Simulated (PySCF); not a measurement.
Zr(OH)2(NH2)2 (H6N2O2Zr), SMILES [OH][Zr]([NH2])([OH])[NH2], multiplicity 1.

Coordinates come from a PBE0-D3(BJ)/def2-SVP optimisation. The multiplicity is an assumed one; no other spin state was optimised. The structure was generated by enumeration; whether it is a known compound was not checked. The def2 effective core potentials stand for the cores of Zr; spin–orbit coupling is left out. One conformer was computed; it need not be the lowest.

Method: B3LYP/def2-TZVP (PySCF).

Symmetry labels are those of the subgroup C2 that the program uses (full group C2).

List the valence orbital energies around the gap with their symmetry. (An estimate is asked for; the answer gives what the named calculation found.)


```json
[
 {"orbital": "HOMO−7", "symmetry": "A", "energy (eV)": "-9.85"},
 {"orbital": "HOMO−6", "symmetry": "B", "energy (eV)": "-9.80"},
 {"orbital": "HOMO−5", "symmetry": "A", "energy (eV)": "-9.03"},
 {"orbital": "HOMO−4", "symmetry": "A", "energy (eV)": "-8.87"},
 {"orbital": "HOMO−3", "symmetry": "B", "energy (eV)": "-8.61"},
 {"orbital": "HOMO−2", "symmetry": "B", "energy (eV)": "-8.38"},
 {"orbital": "HOMO−1", "symmetry": "A", "energy (eV)": "-7.00"},
 {"orbital": "HOMO", "symmetry": "B", "energy (eV)": "-6.40"},
 {"orbital": "LUMO", "symmetry": "A", "energy (eV)": "-0.33"},
 {"orbital": "LUMO+1", "symmetry": "A", "energy (eV)": "-0.09"},
 {"orbital": "LUMO+2", "symmetry": "B", "energy (eV)": "0.45"},
 {"orbital": "LUMO+3", "symmetry": "A", "energy (eV)": "0.56"}
]
```
